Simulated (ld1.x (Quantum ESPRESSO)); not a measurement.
Transferability test, ultrasoft potential for magnesium (Mg)

ld1.x (Quantum ESPRESSO) 7.5 input, shortened:

```
&input
   title='Mg', zed=12., rel=1, dft='WC', iswitch=3,
   config='[Ne] 3s1 3p0 3d-2'
 /
 &inputp
   pseudotype=3, tm=.true., lloc=-1, rcloc=2.00,
   nlcc=.true., rcore=1.80
 /
6
3S  1  0   1.00   0.00  2.50  2.70  0.0
3S  1  0   0.00   1.80  2.50  2.70  0.0
3P  2  1   0.00   0.00  1.55  2.05  0.0
3P  2  1   0.00   3.85  1.55  2.05  0.0
3D  3  2  -2.00   0.30  1.65  2.20  0.0
3D  3  2  -2.00   0.85  1.65  2.20  0.0
 &test
   configts(1)='3s1 3p0'
 /
```

Energies are relative to the spin-unpolarised reference configuration 3s1 3p0; without spin polarisation the order of configurations can differ from experiment.

(1) Give the all-electron excitation energy and the error of the potential for: 3s2 3p0; 3s1.5 3p0; 3s1 3p1; 3s0 3p2; 3s0 3p1.

A Bessel basis up to 400 Ry misses an occupied level by 0.29 Ry, so cutoffs and ghosts were not judged.

Answers

(1)

```
valence configuration  charge  ΔE all-electron (eV)  error AE − PS (meV)
              3s2 3p0       0                -7.918                  +11
            3s1.5 3p0    +0.5                -4.788                 +2.9
              3s1 3p1       0                -4.441                 +7.0
              3s0 3p2       0                -0.810                 +3.2
              3s0 3p1      +1                 4.283                 +3.2
```
